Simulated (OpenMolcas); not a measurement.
## C4H12Ge (SMILES CC(C)C[GeH3]): methods side by side

C4H12Ge: 17 atoms, total charge 0, spin state singlet. As SMILES, `CC(C)C[GeH3]`. The coordinates come from a PBE0-D4/def2-TZVP relaxation. This is one conformer, not always the lowest.

```xyz
17

C    -1.0653    0.0170    1.1524
C     0.3405   -0.1223    0.5863
C     1.0254   -1.3591    1.1528
C     0.3399   -0.1647   -0.9407
Ge   -0.3578    1.4422   -1.8252
H    -1.5527    0.9373    0.8205
H    -1.0492    0.0267    2.2449
H    -1.6932   -0.8222    0.8358
H     0.9197    0.7559    0.9006
H     0.4795   -2.2649    0.8702
H     2.0471   -1.4557    0.7772
H     1.0692   -1.3239    2.2448
H     1.3593   -0.3106   -1.3113
H    -0.2434   -1.0234   -1.2918
H     0.0409    1.4372   -3.3126
H    -1.8929    1.5289   -1.7427
H     0.2329    2.7018   -1.1613
```

Quantity: the electronic atomisation energy, in eV. The values are calculated. Electronic energies at fixed atoms, without zero-point motion or spin-orbit coupling.

```tsv
level	kind	program	value (eV)	CPU time (all runs)
SVWN5/6-31G* (spherical functions)	LDA	OpenMolcas	72.56	77 s
PBE/6-31G* (spherical functions)	GGA	OpenMolcas	64.64	97 s
TPSS/6-31G* (spherical functions)	meta-GGA	OpenMolcas	64.66	1.9 min
r2SCAN/6-31G* (spherical functions)	meta-GGA	OpenMolcas	64.03	2 min
B3LYP/6-31G* (spherical functions)	global hybrid	OpenMolcas	63.63	91 s
BHLYP/6-31G* (spherical functions)	global hybrid	OpenMolcas	?	88 s
M06-2X/6-31G* (spherical functions)	hybrid meta-GGA	OpenMolcas	?	1.7 min
B3LYP/6-31G* (Cartesian functions)	global hybrid	OpenMolcas	63.51	92 s
```

Q: Estimate what the levels marked ? give.

A: As computed at these levels: BHLYP/6-31G* (spherical functions): 62.59 eV; M06-2X/6-31G* (spherical functions): 63.78 eV. All-electron rows without a relativistic Hamiltonian named are non-relativistic. The values span 62.59 to 72.56 eV. Times are those of the runs behind each value, whatever else they computed, on shared processors of several kinds: orders of magnitude only.
